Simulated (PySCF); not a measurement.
H8N2OSi2, SMILES [Si@H](N[SiH3])(N)O.

The structure is a stationary point at B3LYP-D3(BJ)/def2-SVP. The structure was generated by enumeration; whether it is a known compound was not checked. One conformer was computed; it need not be the lowest.

Vertical ionisation energy (IE) and electron affinity (EA) in eV. Rows of orbital energies are one-electron estimates. Where ΔSCF, EOM or ADC give a negative EA the extra electron is unbound and the value depends on the basis.

```json
[
 {"level": "−ε(HOMO), −ε(LUMO), HF/def2-TZVP (PySCF)", "IE": "?", "EA": "?"},
 {"level": "−ε(HOMO), −ε(LUMO), PBE/def2-TZVP (PySCF)", "IE": "6.09", "EA": "0.31"}
]
```

**Question.** Complete the blanks. (An estimate is asked for; the answer gives what the named calculation found.)

**Answer.** 
- −ε(HOMO), −ε(LUMO), HF/def2-TZVP (PySCF), IE: 10.77
- −ε(HOMO), −ε(LUMO), HF/def2-TZVP (PySCF), EA: -3.33
